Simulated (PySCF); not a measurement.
**Electronic structure of Fe (iron, neutral) at the PBE0 level**

Configuration: [Ar] 3d6 4s2, high-spin 5D determinant. Computed with PySCF 2.14 in aug-cc-pVDZ (7s6p4d2f, 59 functions), with the non-relativistic Hamiltonian (point nucleus).

```
Total energy                                                  : -1263.458 hartree
One-electron energy                                           : -1744.199 hartree
Hartree (Coulomb) energy                                      : 536.105 hartree
Exchange-correlation energy                                   : -55.365 hartree
Kinetic energy                                                : 1262.05198 hartree
⟨S²⟩                                                          : 6.0093
⟨L²⟩                                                          : 6.020
Sum of ⟨r⟩                                                    : 21.71 bohr
Sum of ⟨r²⟩                                                   : 39.43 bohr²
Traceless quadrupole moment −½Σ⟨3z² − r²⟩ along its main axis : 0.196 e·bohr²
Density at the nucleus (Gaussians lack the cusp)              : 11800 bohr⁻³
Spin density at the nucleus                                   : 1.10 bohr⁻³
Langevin diamagnetic susceptibility                           : -31.2 ×10⁻⁶ cm³/mol
Time after the integrals                                      : 3.4 s of wall time on 1 thread of Neoverse-N1 (shared host)
```

```csv
shell,electrons,mean orbital energy (eV),spread (eV),"rms radius, mean of both spins (bohr)"
1s α,1,-6978.1,0,0.0684
1s β,1,-6978.1,0,0.0684
2s α,1,-823.14,0,0.292
2s β,1,-820.89,0,0.292
2p α,3,-709.36,0.883,0.262
2p β,3,-707.47,0.384,0.262
3s α,1,-99.858,0,0.881
3s β,1,-94.284,0,0.881
3p α,3,-66.099,1.828,0.939
3p β,3,-60.103,0.144,0.939
3d α,5,-11.602,2.040,1.27
3d β,1,-7.745,0,1.27
4s α,1,-6.174,0,3.34
4s β,1,-5.419,0,3.34
```
